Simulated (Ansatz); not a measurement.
The cluster Nb4N4⁺. The state is a doublet with charge 1. Geometry r2SCAN-D4/def2-SVP, that of the neutral singlet; atoms count from 1.

Cartesian coordinates in Å:
```
Nb 0.4700 -1.4728 1.4403
Nb -1.5088 -0.5911 -0.0375
Nb 0.5972 -0.8301 -1.3854
Nb -0.7516 1.6641 -0.9397
N -0.4368 0.2104 1.6882
N 0.7025 0.9909 -1.8895
N -0.8018 1.2314 0.9705
N 1.7294 -1.2028 0.1532
```

In the def2 sets Nb takes a core potential; there is no spin–orbit coupling. The structure comes from a short search, and lower isomers may exist.

(1) Estimate the Mulliken populations from the PBE0/def2-TZVP orbitals of Ansatz.

(2) Where does the spin sit?

(3) And the Mayer bond orders between heavy atoms (over 0.3)?

Results:

(1) 
```
atom  charge (e)  spin (α − β)  d electrons
 Nb1        0.92          0.04         3.35
 Nb2        0.35         -0.03         3.68
 Nb3        0.84          0.09         3.32
 Nb4        0.91          0.97         3.35
  N5       -0.32          0.01            –
  N6       -0.71         -0.04            –
  N7       -0.36         -0.05            –
  N8       -0.64          0.01            –
```
Mulliken values depend strongly on the basis.

(2) Summed by element: Nb 1.07, N -0.07, of 1 unpaired in all. Largest on single atoms: Nb4 0.97, Nb3 0.09, N7 -0.05.

(3) Nb1–Nb2 1.31 (2.62 Å); Nb1–Nb3 0.53 (2.90 Å); Nb1–N5 1.18 (1.93 Å); Nb1–N8 1.80 (1.82 Å); Nb2–Nb3 1.89 (2.51 Å); Nb2–Nb4 1.33 (2.54 Å); Nb2–N5 0.51 (2.18 Å); Nb2–N7 0.57 (2.20 Å); Nb3–Nb4 0.48 (2.87 Å); Nb3–N6 1.43 (1.89 Å); Nb3–N8 1.15 (1.95 Å); Nb4–N6 1.52 (1.86 Å); Nb4–N7 1.03 (1.96 Å); N5–N7 1.26 (1.30 Å).
